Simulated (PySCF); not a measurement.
# Peak assignment

Structure with atom numbers: `[CH3:1][c:2]1[p:3][cH:4][cH:5][c:6]([CH:7]=[O:8])[c:9]1[SiH3:10]`; H(Xn) means a hydrogen on atom n.

Theoretical values (PySCF 2.14): σ from GIAO-PBE0/pcSseg-1, coordinates at the GFN2-xTB level. Non-relativistic Hamiltonian, no solvent, single conformer, equivalent nuclei averaged.

Chemical shifts δ = σref − σ; TMS for 13C (σ = 186.93 ppm), 1H (σ = 31.72 ppm), all at this level.

Problem. Assign these signals to the numbered atoms. 13C{1H} NMR (computed): δ 196.5 (CH), 187.1 (C), 168.4 (CH), 143.9 (C), 143.4 (C), 135.0 (CH), 32.5 (CH3).

Solution. 
```tsv
δ (ppm)	atoms	environment	reason
196.5	C7	aldehyde carbonyl carbon	low-lying n→π* states of the double bond to the heteroatom give a large paramagnetic term (-258 ppm)
187.1	C2	substituted aromatic carbon	–
168.4	C4	aromatic CH	–
143.9	C6	substituted aromatic carbon	–
143.4	C9	substituted aromatic carbon	–
135.0	C5	aromatic CH	the aromatic region
32.5	C1	methyl carbon on an aromatic ring	a saturated carbon with 1 carbon neighbour and no heteroatom attached
```

C6 and C9 lie closer than the usual error of such a calculation, so a measured spectrum could show them in the other order.

Problem. Assign these signals to the numbered atoms. 1H NMR (400 MHz, computed): δ 10.82 (s, 1H), 9.40 (m, 1H), 8.86 (m, 1H), 4.89 (s, 3H), 3.15 (m, 3H).

Solution. 
```tsv
δ (ppm)	atoms	environment	reason
10.82	H(C7)	hydrogen on an aldehyde carbonyl carbon	deshielded by the polar, anisotropic C=O bond
9.40	H(C4)	hydrogen on an aromatic CH	aromatic region
8.86	H(C5)	hydrogen on an aromatic CH	–
4.89	H(Si10)	hydrogen on a silicon bonded to C	–
3.15	H(C1)	hydrogen on a methyl carbon on an aromatic ring	benzylic-type position, deshielded by the ring
```

Splittings by 31P in the carbon and heteronuclear signals aren't shown, as no couplings were computed. Shifts are as computed. Against solution values, carbons near 30 ppm lie about +3 ppm off and those near 130 ppm about +5 ppm. Of 1211 compounds with measured shifts, 218 miss one by over three times the rms of a fit or turn the order of signals round; such compounds aren't used in these exercises. Multiplicities follow the n + 1 count of equivalent neighbours, as no J values were calculated; m marks all less simple cases, F and P coupling included.
